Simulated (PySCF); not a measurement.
Spin-Hamiltonian simulation

Molecule: SMILES N#CC1=C[C@@H]2C(C#N)=C[C@H]12, C8H4N2.

Cartesian coordinates in Å; atom numbers follow the order of the lines, from 1:
```xyz
14

N     3.5793   -0.3719   -1.4792
C     2.5836   -0.3918   -0.9085
C     1.3785   -0.3804   -0.2048
C     0.4951   -1.2991    0.2168
C    -0.4482   -0.2835    0.8012
C    -1.3910    0.3271   -0.2326
C    -2.6845   -0.0499   -0.5974
N    -3.7497   -0.3774   -0.8722
C    -0.5054    1.2554   -0.6280
C     0.5650    0.7975    0.3248
H     0.4299   -2.3674    0.1423
H    -0.8018   -0.3996    1.8186
H    -0.5076    2.0237   -1.3773
H     1.0560    1.5167    0.9691
```

Theoretical values (PySCF 2.14): GIAO PBE0/pcSseg-1 shieldings, GFN2-xTB geometry, J: B3LYP/pcJ-1 (without the spin–dipole term). A single conformation, one averaged value for each set of equivalent atoms, no relativistic terms, no solvent model.

δ = σ(ref) − σ, references computed at the same level: 1H (31.72 ppm) vs TMS.

Shifts (ppm): H11/H13 7.51, H12/H14 4.21.
Couplings (Hz): H11–H12, H13–H14: 1.7; H11–H13: 0.4; H11–H14, H12–H13: 0.3; H12–H14: 2.3.

The 4-spin Hamiltonian (Zeeman plus full scalar coupling among like nuclei) was diagonalised exactly; lines are Lorentzian, 0.7 Hz wide, and the maxima above 3 % are listed with the tallest set to 100.

Q: Give the 1H peak list of this spin system at 90 MHz.

A: 
δ in ppm (height): 7.521 (78), 7.511 (100), 7.499 (78), 4.221 (78), 4.209 (100), 4.199 (78)

Q: And at 800 MHz?

A: 
δ in ppm (height): 7.511 (79), 7.510 (100), 7.510 (100), 7.509 (79), 4.211 (79), 4.210 (100), 4.210 (100), 4.209 (79)

Q: Among coupled protons with different shifts, which pair is furthest from first order, and how does the field change that?

A: H11 and H12: Δν/J is about 174.7 at 90 MHz (close to first order) and 1552.9 at 800 MHz (close to first order). J in Hz doesn't depend on the field, while Δν in Hz grows in proportion to it.

Unscaled 3J(H,H) at this level run about 10 % above measured values.
